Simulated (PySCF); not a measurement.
Species: C4H13NSi3.
InChI=1S/C4H13NSi3/c1-2-4-3-8(4)5(6)7/h2,4,8H,1,3H2,6-7H3/t4-,8-/m1/s1

Torsions of this conformer, `[CH2:1]=[CH:2][C@@H:3]1[CH2:4][Si@H:5]1[N:6]([SiH3:7])[SiH3:8]`: C1–C2–C3–C4 -146°, C4–Si5–N6–Si7 -38°.

The closed-shell ground state was solved at several levels (PySCF, density fitting, gas phase, non-relativistic). The structure is a single PBE0-D3(BJ)/def2-SVP conformer in the gas phase; no vibrational or solvent corrections.

| level | basis functions | total energy (Eh) | HOMO (eV) | LUMO (eV) | gap (eV) | dipole (D) |
| --- | --- | --- | --- | --- | --- | --- |
| PBE0/pcSseg-1 | 222 | -1082.7854 | -6.30 | -0.31 | 5.99 | 0.85 |
| CAM-B3LYP/def2-SVPD | 276 | -1082.9472 | -7.53 | 0.63 | 8.16 | 0.94 |

(1) What might wB97X-D/pcSseg-1 (222 basis functions) give for the same quantities?

(2) Over all these levels, which gives the widest orbital gap and which the narrowest?

(3) How far do the dipole and the HOMO energy spread over the levels?

Results:

(1) Total energy -1083.3316 Eh, HOMO -8.07 eV, LUMO 1.46 eV, gap 9.53 eV, dipole 0.92 D.

(2) wB97X-D/pcSseg-1 (range-separated hybrid) has the widest, 9.53 eV, and PBE0/pcSseg-1 (global hybrid, 25 % exact exchange) the narrowest, 5.99 eV. The two share the basis. From the narrowest to the widest the HOMO moves by -1.77 eV and the LUMO by +1.77 eV.

(3) The dipole runs from 0.85 to 0.94 D (mean 0.91 D) and the HOMO from -8.07 to -6.30 eV.

The pairwise dispersion term of wB97X-D wasn't added to the energies; at a given geometry it leaves orbitals and properties as they are.
